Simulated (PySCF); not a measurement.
**Magnetisability: `CC[NH][Ge]([CH3])([CH3])[NH]CC`, C$_{6}$H$_{18}$GeN$_{2}$**

Geometry:
| atom | x (Å) | y (Å) | z (Å) |
| --- | --- | --- | --- |
| Ge1 | 0.438 | 0.365 | 0.519 |
| C2 | 0.437 | 0.382 | 2.518 |
| H3 | -0.555 | 0.188 | 2.915 |
| H4 | 0.766 | 1.353 | 2.874 |
| H5 | 1.112 | -0.372 | 2.910 |
| C6 | 2.243 | 0.161 | -0.271 |
| H7 | 2.800 | -0.633 | 0.219 |
| H8 | 2.799 | 1.086 | -0.154 |
| H9 | 2.177 | -0.072 | -1.329 |
| N10 | -0.189 | 2.024 | 0.061 |
| C11 | -0.305 | 2.470 | -1.314 |
| C12 | -1.546 | 1.947 | -2.034 |
| H13 | -0.988 | 2.339 | 0.596 |
| H14 | -0.310 | 3.567 | -1.325 |
| H15 | 0.589 | 2.130 | -1.841 |
| H16 | -1.531 | 0.859 | -2.035 |
| H17 | -1.568 | 2.305 | -3.060 |
| H18 | -2.448 | 2.285 | -1.526 |
| N19 | -0.627 | -0.945 | -0.260 |
| C20 | -0.217 | -2.330 | -0.365 |
| C21 | -0.347 | -3.121 | 0.935 |
| H22 | -1.596 | -0.895 | 0.030 |
| H23 | -0.822 | -2.812 | -1.143 |
| H24 | 0.824 | -2.340 | -0.693 |
| H25 | 0.268 | -2.666 | 1.709 |
| H26 | -0.024 | -4.149 | 0.788 |
| H27 | -1.381 | -3.127 | 1.274 |

Method: GIAO PBE/def2-SVP magnetisability, rotational g tensor and spin-rotation constants, non-relativistic, gas phase (PySCF). Geometry: GFN2-xTB.

The calculation is non-relativistic, which matters for the atoms heavier than Zn.

Task: What are the magnetisability and the molar susceptibility?

Result: Isotropic -2015 × 10⁻³⁰ J/T², or -121.4 × 10⁻⁶ cm³/mol; principal values -2088, -2051, -1907 × 10⁻³⁰ J/T², anisotropy 166 × 10⁻³⁰ J/T² (root of half the summed squared differences of the principal values). The susceptibility is in cgs units.

Task: Split it along the inertial axes a, b, c into diamagnetic and paramagnetic parts about the centre of mass, with the quadrupole moment.

Result: 
| axis | χ (10⁻⁶ cm³/mol) | diamagnetic (10⁻⁶ cm³/mol) | paramagnetic (10⁻⁶ cm³/mol) | summed x² of all electrons (Å²) | quadrupole Θ (D Å) |
| --- | --- | --- | --- | --- | --- |
| a | -125.2 | -1006.3 | 881.1 | 319.9 | -0.45 |
| b | -123.6 | -1710.2 | 1586.6 | 154.0 | -3.55 |
| c | -115.3 | -2010.3 | 1895.0 | 83.2 | +4.01 |

Anisotropies 2χaa − χbb − χcc = -11.5 and 2χbb − χaa − χcc = -6.7 × 10⁻⁶ cm³/mol. Θ is traceless in Buckingham's convention.

Task: And the rotational g tensor?

Result: 
```csv
axis,rotational constant (GHz),g,nuclear part,electronic part
a,1.5068,+0.0007,0.6244,-0.6237
b,0.8208,+0.0005,0.6123,-0.6118
c,0.6807,-0.0037,0.6024,-0.6060
```
Asymmetric top; isotopes 12C, 74Ge, 1H, 14N; no vibrational averaging.
